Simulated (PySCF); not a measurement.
C3H9FP2Si.
SMILES with atom numbers: `[F:1][C@@H:2]1[CH2:3][CH2:4][Si:5]1([PH2:6])[PH2:7]`

Structure used (GFN2-xTB), in Å, numbered top down from 1:
```
atom  x, y, z in Å
F1     1.088    1.831    1.417
C2     0.910    0.469    1.248
C3     1.842   -0.114    0.184
C4     0.845   -0.913   -0.668
Si5   -0.648   -0.054    0.201
P6    -2.098   -1.402    1.304
P7    -1.523    1.623   -1.041
H8     1.032    0.028    2.240
H9     2.279    0.702   -0.388
H10    2.649   -0.717    0.598
H11    0.910   -1.981   -0.474
H12    0.967   -0.761   -1.737
H13   -3.211   -0.845    0.699
H14   -2.015   -2.404    0.353
H15   -0.595    2.555   -0.611
H16   -2.441    1.992   -0.068
```

Probes without a nucleus sit at each ring's centroid and 1 Å off its mean plane on both sides; NICS is minus the shielding there, NICSzz its component along the normal. Level: GIAO PBE0/pcSseg-1 (PySCF, non-relativistic, gas phase) on the GFN2-xTB geometry, one conformer.

Ring bond lengths (Å), with Mayer bond orders in brackets: C2–C3 1.530 (0.99), C3–C4 1.535 (1.01), C4–Si5 1.929 (0.94), Si5–C2 1.949 (0.85).

Give the NICS values of each ring in ppm.

```json
{"ring": "C2–C3–C4–Si5", "type": "4-membered ring with Si; formal bonds all single", "NICS(0)": "-0.9", "NICS(1), two faces": "-0.7 / -2.5", "NICS(1)zz, two faces": "5.3 / 1.7", "rms pucker (Å)": "0.08", "centre to ring atoms, mean (Å)": "1.22"}
```

What do they say, and how far can they be read as aromaticity?

- C2–C3–C4–Si5: mean NICS(1)zz 3.5 ppm, deshielded. C2, C3, C4, Si5 have four or more neighbours, and the NICS criterion for π rings isn't applied. The two faces differ by 3.6 ppm, so no symmetry operation interchanges them.

At the first NICS(1) probe listed for ring C2–C3–C4–Si5, 1 Å off the ring, what do the in-plane components average?

The isotropic value is a third of the trace: (3 × -0.7 − (5.3))/2 = -3.7 ppm.

What are the shieldings of the ring atoms and their hydrogens in the same run (means over atoms taken as equivalent)?

```tsv
atoms	environment	σ isotropic (ppm)	principal values of the symmetric part, first atom (ppm)
C2	sp3 C–F carbon	89.6	51.6, 80.1, 137.1
C3	four-membered-ring carbon	154.8	131.7, 154.5, 178.1
C4	sp3 carbon bound to silicon	174.0	159.6, 170.1, 192.3
Si5	four-coordinate silicon	322.3	283.8, 318.6, 364.6
H8	methine hydrogen	26.46	23.6, 27.0, 28.8
H9	methylene hydrogen	29.37	26.4, 27.6, 34.1
H10	methylene hydrogen	28.87	24.3, 26.8, 35.6
H11	methylene hydrogen	30.59	27.2, 28.6, 36.0
H12	methylene hydrogen	30.31	27.0, 27.3, 36.6
```
